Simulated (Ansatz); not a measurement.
Born–Oppenheimer molecular dynamics of CH7N3Si (12 atoms, charge 0, multiplicity 1). It goes on from the last frame of an earlier run, with new velocities.

Theory: Ansatz 0.2.0, RKS BHLYP-D4/STO-3G.

```json
{
 "ensemble": "NVT, Langevin thermostat",
 "time step": "0.5 fs",
 "steps asked": "400",
 "set temperature": "700 K",
 "friction": "0.02 /fs",
 "seed": "303054"
}
```

Frames 10 fs apart, positions in Å.

Velocities at 25 fs (Å/ps):

```
N 3.23 2.19 10.60
C -8.75 -9.73 -0.17
N 10.66 4.73 -11.62
N -0.72 1.42 0.50
Si 1.69 0.00 4.76
H 8.78 -17.93 18.08
H -4.45 -31.09 -3.84
H 14.52 18.89 -7.68
H 18.06 -28.18 32.81
H 12.69 26.87 -3.51
H -16.70 49.54 -1.63
H 23.98 -47.32 -30.56
```

```xyz
12
Properties=species:S:1:pos:R:3 time_fs=25 energy_less_start_eV=0.922 T=682
N -0.958 1.825 -0.087
C -0.013 0.593 0.180
N 0.891 0.859 1.263
N 0.690 -0.133 -0.926
Si -0.592 -1.065 -0.171
H -0.656 2.556 0.754
H -1.947 1.596 0.257
H 1.125 0.224 2.187
H 1.820 0.947 0.802
H 0.426 0.393 -1.790
H -1.702 -1.138 -1.056
H -0.538 -2.243 0.543
12
Properties=species:S:1:pos:R:3 time_fs=35 energy_less_start_eV=0.900 T=906
N -0.868 1.786 -0.004
C -0.091 0.571 0.248
N 1.036 0.955 1.205
N 0.679 -0.124 -0.942
Si -0.597 -1.104 -0.170
H -0.522 2.436 0.886
H -1.897 1.522 0.162
H 0.774 0.235 1.998
H 1.979 0.812 0.779
H 0.411 0.239 -1.921
H -1.819 -0.787 -0.818
H -0.185 -2.415 0.140
12
Properties=species:S:1:pos:R:3 time_fs=45 energy_less_start_eV=0.410 T=1001
N -0.795 1.756 0.047
C 0.061 0.589 0.270
N 1.103 1.008 1.229
N 0.599 -0.121 -0.960
Si -0.630 -1.126 -0.173
H -0.514 2.479 0.795
H -1.854 1.583 0.104
H 1.161 0.388 2.049
H 1.802 0.467 0.637
H 0.192 0.357 -1.804
H -2.046 -1.170 -0.509
H -0.070 -2.451 0.020
12
Properties=species:S:1:pos:R:3 time_fs=55 energy_less_start_eV=0.563 T=726
N -0.757 1.770 0.039
C 0.088 0.519 0.299
N 1.264 0.924 1.194
N 0.518 -0.106 -1.003
Si -0.635 -1.127 -0.165
H -0.631 2.530 0.739
H -1.816 1.505 0.067
H 1.142 0.545 2.047
H 2.257 0.778 0.911
H 0.296 0.590 -1.721
H -1.998 -1.369 -0.563
H -0.119 -2.371 0.455
12
Properties=species:S:1:pos:R:3 time_fs=65 energy_less_start_eV=0.518 T=736
N -0.655 1.760 -0.012
C 0.148 0.545 0.300
N 1.299 0.873 1.179
N 0.516 -0.111 -1.018
Si -0.625 -1.117 -0.144
H -0.476 2.289 0.860
H -1.716 1.551 0.073
H 1.230 0.515 2.048
H 2.184 0.728 0.712
H 0.242 0.363 -1.843
H -1.942 -1.154 -0.680
H -0.111 -2.202 0.697
12
Properties=species:S:1:pos:R:3 time_fs=75 energy_less_start_eV=0.411 T=726
N -0.578 1.784 0.000
C 0.166 0.551 0.216
N 1.283 0.894 1.150
N 0.637 -0.177 -1.014
Si -0.596 -1.059 -0.089
H -0.480 2.347 0.879
H -1.575 1.469 0.012
H 1.219 0.121 1.863
H 1.984 0.326 0.741
H 0.128 0.382 -1.718
H -1.902 -1.082 -0.598
H -0.225 -2.348 0.448
12
Properties=species:S:1:pos:R:3 time_fs=85 energy_less_start_eV=0.845 T=578
N -0.599 1.816 -0.013
C 0.182 0.532 0.217
N 1.348 0.791 1.141
N 0.657 -0.195 -1.039
Si -0.621 -1.021 0.001
H -0.422 2.364 0.899
H -1.572 1.787 -0.115
H 1.092 0.324 2.071
H 2.123 0.579 0.620
H 0.286 0.329 -1.921
H -1.932 -0.962 -0.536
H -0.332 -2.440 0.212
12
Properties=species:S:1:pos:R:3 time_fs=95 energy_less_start_eV=0.746 T=732
N -0.530 1.822 0.009
C 0.256 0.606 0.193
N 1.370 0.668 1.069
N 0.606 -0.196 -0.990
Si -0.703 -1.040 0.028
H -0.361 2.545 0.756
H -1.478 1.547 -0.008
H 1.464 0.379 2.128
H 2.337 0.450 0.746
H 0.243 0.339 -1.846
H -2.068 -0.833 -0.389
H -0.242 -2.377 0.440
12
Properties=species:S:1:pos:R:3 time_fs=105 energy_less_start_eV=0.523 T=729
N -0.510 1.842 0.043
C 0.283 0.519 0.239
N 1.442 0.628 1.074
N 0.491 -0.253 -0.985
Si -0.769 -1.009 0.000
H -0.241 2.478 0.799
H -1.543 1.685 0.231
H 1.123 0.239 2.004
H 2.394 0.281 0.547
H 0.167 0.353 -1.751
H -2.157 -0.994 -0.170
H -0.341 -2.157 0.726
12
Properties=species:S:1:pos:R:3 time_fs=115 energy_less_start_eV=0.760 T=706
N -0.523 1.848 0.088
C 0.155 0.450 0.286
N 1.442 0.701 1.157
N 0.390 -0.319 -1.085
Si -0.821 -0.991 -0.015
H 0.030 2.295 0.859
H -1.468 1.694 0.573
H 1.373 0.106 2.013
H 2.136 -0.110 0.608
H 0.059 0.211 -1.916
H -2.200 -1.012 -0.102
H -0.327 -2.083 0.720
12
Properties=species:S:1:pos:R:3 time_fs=125 energy_less_start_eV=0.213 T=765
N -0.508 1.821 0.167
C 0.095 0.542 0.270
N 1.342 0.711 1.159
N 0.332 -0.303 -1.117
Si -0.871 -1.038 -0.019
H 0.146 2.580 0.533
H -1.387 1.916 0.764
H 1.101 0.234 2.048
H 2.248 0.194 0.676
H -0.234 0.191 -1.836
H -2.295 -0.851 -0.226
H -0.499 -2.275 0.614
12
Properties=species:S:1:pos:R:3 time_fs=135 energy_less_start_eV=0.525 T=634
N -0.575 1.885 0.141
C 0.136 0.510 0.230
N 1.232 0.736 1.096
N 0.303 -0.227 -1.050
Si -0.874 -1.052 0.002
H 0.219 2.656 0.208
H -1.298 1.933 0.916
H 1.124 0.195 2.032
H 2.167 0.399 0.706
H -0.312 0.401 -1.640
H -2.339 -0.889 -0.452
H -0.711 -2.447 0.480
```

Of the whole run (200 fs, mean temperature of the second half 735 K): A run of 0.2 ps of so small a system gives no equilibrium averages. Limits of this set-up: minimal basis.

The run took 14 min on 1 thread of Arm Neoverse V2 (shared host), peak memory 0.099 GiB.
